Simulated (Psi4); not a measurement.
C₃H₆Cl, charge -1, singlet, at a GFN2-xTB geometry (a gas-phase anion, which may not be bound at this level); PBE0/aug-cc-pVDZ in Psi4 1.11.

Psi4 was given this input:
```
memory 2 GB

molecule {
-1 1
  C     0.87874214   -0.57746196    0.01178248
  C     2.36128716   -0.21090347    0.01892378
  C     0.05260727    0.70987802    0.08469850
  H     0.66331677   -1.19415500    0.89661526
  H     0.68416168   -1.22068093   -0.87379508
  H     2.99566787   -1.10167485    0.03968092
  Cl   -1.73162036    0.11908892    0.00897987
  H     2.61173789    0.36877995   -0.87023935
  H     2.58650261    0.40082008    0.89158272
  H     0.14033970    1.19332350   -0.92893097
}

set basis aug-cc-pvdz
set s_tolerance 1e-3
set s_orthogonalization canonical

energy('pbe0')
print_variables()
```

It wrote (shortened):

```
   => Loading Basis Set <=

    Name: AUG-CC-PVDZ
    Role: ORBITAL
    Keyword: BASIS

         ---------------------------------------------------------
                                   SCF
               by Justin Turney, Rob Parrish, Andy Simmonett
                          and Daniel G. A. Smith
                              RKS Reference
         ---------------------------------------------------------

  ==> Geometry <==

    Molecular point group: c1
    Full point group: C1

    Geometry (in Angstrom), charge = -1, multiplicity = 1:

       Center              X                  Y                   Z               Mass
    ------------   -----------------  -----------------  -----------------  -----------------
         C            1.025253007467    -0.598974556083     0.000782483760    12.000000000000
         C            2.507798027467    -0.232416066083     0.007923783760    12.000000000000
         C            0.199118137467     0.688365423917     0.073698503760    12.000000000000
         H            0.809827637467    -1.215667596083     0.885615263760     1.007825032230
         H            0.830672547467    -1.242193526083    -0.884795076240     1.007825032230
         H            3.142178737467    -1.123187446083     0.028680923760     1.007825032230
         CL          -1.585109492533     0.097576323917    -0.002020126240    34.968852682000
         H            2.758248757467     0.347267353917    -0.881239346240     1.007825032230
         H            2.733013477467     0.379307483917     0.880582723760     1.007825032230
         H            0.286850567467     1.171810903917    -0.939930966240     1.007825032230

  Running in c1 symmetry.

  Rotational constants: A =      0.90550  B =      0.08046  C =      0.07664 [cm^-1]
  Rotational constants: A =  27146.24284  B =   2412.23948  C =   2297.52627 [MHz]
  Nuclear repulsion =  147.052824140094003

  Charge       = -1
  Multiplicity = 1
  Electrons    = 42
  Nalpha       = 21
  Nbeta        = 21

  ==> Algorithm <==

  SCF Algorithm Type is DF.
  DIIS enabled.
  MOM disabled.
  Fractional occupation disabled.
  Guess Type is SAD.
  Energy threshold   = 1.00e-06
  Density threshold  = 1.00e-06
  Integral threshold = 1.00e-12

  ==> Primary Basis <==

  Basis Set: AUG-CC-PVDZ
    Blend: AUG-CC-PVDZ
    Number of shells: 68
    Number of basis functions: 150
    Number of Cartesian functions: 158
    Spherical Harmonics?: true
    Max angular momentum: 2

[...]
   @DF-RKS iter   5:  -577.81061020715015   -2.42912e-02   2.32679e-04 DIIS/ADIIS
   @DF-RKS iter   6:  -577.81108805950601   -4.77852e-04   1.07065e-04 DIIS/ADIIS
   @DF-RKS iter   7:  -577.81120174317323   -1.13684e-04   1.76959e-05 DIIS
   @DF-RKS iter   8:  -577.81120520794138   -3.46477e-06   5.39750e-06 DIIS
   @DF-RKS iter   9:  -577.81120557736824   -3.69427e-07   1.48001e-06 DIIS
   @DF-RKS iter  10:  -577.81120560753129   -3.01631e-08   4.10497e-07 DIIS
  Energy and wave function converged.

  ==> Post-Iterations <==

   Electrons on quadrature grid:
      Ntotal   =   41.9999855822 ; deviation = -1.442e-05

    Orbital Energies [Eh]
    ---------------------

    Doubly Occupied:

[...]
    Virtual:

[...]
    Final Occupation by Irrep:
              A
    DOCC [    21 ]
    NA   [    21 ]
    NB   [    21 ]

  @DF-RKS Final Energy:  -577.81120560753129

   => Energetics <=

    Nuclear Repulsion Energy =            147.0528241400940033
    One-Electron Energy =               -1093.2836235003292131
    Two-Electron Energy =                 403.7032460421889937
    DFT Exchange-Correlation Energy =     -35.2836522894850333
    Empirical Dispersion Energy =           0.0000000000000000
    VV10 Nonlocal Energy =                  0.0000000000000000
    Total Energy =                       -577.8112056075312921

Computation Completed

Properties will be evaluated at   0.000000,   0.000000,   0.000000 [a0]

Properties computed using the SCF density matrix

 Multipole Moments:

 ------------------------------------------------------------------------------------
     Multipole            Electronic (a.u.)      Nuclear  (a.u.)        Total (a.u.)
 ------------------------------------------------------------------------------------

 L = 1.  Multiply by 2.5417464519 to convert [e a0] to [Debye]
 Dipole X            :        -10.7653280           11.3514816            0.5861536
 Dipole Y            :          0.8599757           -1.6667696           -0.8067939
 Dipole Z            :          0.4170739           -0.8522665           -0.4351926
 Magnitude           :                                                    1.0880648

 ------------------------------------------------------------------------------------

  Variable Map:
  ----------------------------------------------------------------------------
[...]
  Array Variable Map:
  ----------------------------------------------------------------------------
[...]
[...]
```
